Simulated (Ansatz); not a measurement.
Born–Oppenheimer molecular dynamics of C2H7FSSi (12 atoms, charge 0, multiplicity 1). It starts from a relaxed structure.

Level of theory: UKS PBE-D4/STO-3G in Ansatz 0.2.0.

- ensemble: NVT, Nosé–Hoover chain
- time step: 1 fs
- steps asked: 182
- set temperature: 500 K
- thermostat: time constant 100 fs, chain length 3 (defaults)
- seed: 391318

First frame:

```xyz
12
Properties=species:S:1:pos:R:3
C -1.258 1.153 1.546
S 0.409 0.526 1.138
C -0.068 -0.471 -0.359
F -0.803 -1.635 -0.018
Si 1.537 -0.856 -1.360
H -1.178 1.804 2.436
H -1.964 0.333 1.783
H -1.691 1.752 0.719
H -0.732 0.184 -0.994
H 2.065 0.387 -1.905
H 2.536 -1.470 -0.499
H 1.223 -1.762 -2.454
```

Q: How far do the bonds stretch over the last three quarters of this one trajectory? (Pairs bonded in most of those frames.)

A: 
```
   bond  mean (Å)  spread (Å)  shortest  longest
  C1–S2     1.830       0.009      1.81     1.84
  C1–H6     1.110       0.033      1.06     1.17
  C1–H7     1.114       0.033      1.06     1.18
  C1–H8     1.111       0.025      1.06     1.16
  S2–C3     1.882       0.030      1.83     1.95
  C3–F4     1.425       0.024      1.38     1.47
 C3–Si5     1.940       0.041      1.85     2.04
  C3–H9     1.130       0.007      1.11     1.15
Si5–H10     1.461       0.019      1.43     1.49
Si5–H11     1.461       0.034      1.40     1.51
Si5–H12     1.459       0.023      1.41     1.51
```

Mean temperature of the second half: 319 K. The conserved energy stayed within 1.4 meV per atom of its start (net change 0.96 meV per atom), so the integration is sound. The mean temperature of the second half is 36 % below the set value. A run of 0.18 ps of so small a system gives no equilibrium averages. Limits of this set-up: minimal basis.

The run took 18 min on 1 thread of Arm Neoverse N1 (shared host), peak memory 0.12 GiB.
